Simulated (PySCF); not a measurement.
Compound: C5H8NO2 (charge +1).
Cartesian coordinates in Å at the GFN2-xTB level; atoms count from 1:
```xyz
16
C5H8NO2 angstrom
C      2.3394    0.0975    0.6577
O      1.5089   -0.9896    0.2530
C      0.6524   -0.7367   -0.7758
N     -0.6273   -0.1822   -0.2678
C     -1.5822    0.4986   -0.9759
C     -2.5791    0.7669   -0.0925
O     -2.2313    0.2660    1.1018
C     -1.0687   -0.2959    0.9724
H      2.9526    0.4473   -0.1753
H      1.7532    0.9287    1.0585
H      2.9845   -0.3007    1.4360
H      1.0431   -0.0226   -1.5159
H      0.4174   -1.6898   -1.2682
H     -1.4861    0.7316   -2.0170
H     -3.5200    1.2748   -0.1910
H     -0.5645   -0.7850    1.7886
```

The closed-shell SCF was solved with PySCF and density fitting under several settings on one GFN2-xTB geometry (grid level 2 and gas phase unless stated).

```
      settings  basis functions  SCF cycles     E (Eh)  HOMO (eV)  LUMO (eV)
 PBE0/pcSseg-1              176          14  -399.7609     -12.89      -6.16
PBE0/def2-SVPD              230          14  -399.5372     -12.91      -6.20
```

Task: Estimate the rows for these settings: (1) HCTH407/pcSseg-0, energy threshold 1e-07 Eh; (2) X3LYP/def2-SVPD.

Result: 
```csv
settings,basis functions,SCF cycles,E (Eh),HOMO (eV),LUMO (eV)
"HCTH407/pcSseg-0, energy threshold 1e-07 Eh",88,9,-399.2480,-11.52,-7.60
X3LYP/def2-SVPD,230,14,-399.8148,-12.73,-6.35
```

Task: Over all rows, what range does the HOMO–LUMO gap span?

Result: From 3.92 eV (HCTH407/pcSseg-0, energy threshold 1e-07 Eh) to 6.73 eV (PBE0/pcSseg-1). The functional of the narrowest has no exact exchange, that of the widest 25 % exact exchange.

Task: Compare two rows with the functional PBE0: PBE0/pcSseg-1 and PBE0/def2-SVPD. Which energy is lower, and by how much?

Result: PBE0/pcSseg-1 (176 functions) lies 0.2237 Eh or 140 kcal/mol below PBE0/def2-SVPD (230 functions). The smaller set gives the lower energy; the two sets aren't nested, so the variational bound doesn't order them by size.

Whole jobs, the steps after the SCF included, on one thread of an x86-64 server, shared host:

```csv
settings,work after the SCF,wall time
PBE0/pcSseg-1,"shieldings, ring-centre shieldings, charges and field gradients",18 s
PBE0/def2-SVPD,"6 singlets by full TDDFT, 2 Tamm–Dancoff triplets, polarisability",29 s
"HCTH407/pcSseg-0, energy threshold 1e-07 Eh","3 singlets by TDA, 5 Tamm–Dancoff triplets, polarisability",7.0 s
X3LYP/def2-SVPD,"6 singlets by full TDDFT, 5 Tamm–Dancoff triplets, polarisability",30 s
```

Cycle counts include a coarse-grid stage where the run had one.

One conformer stands for the species.
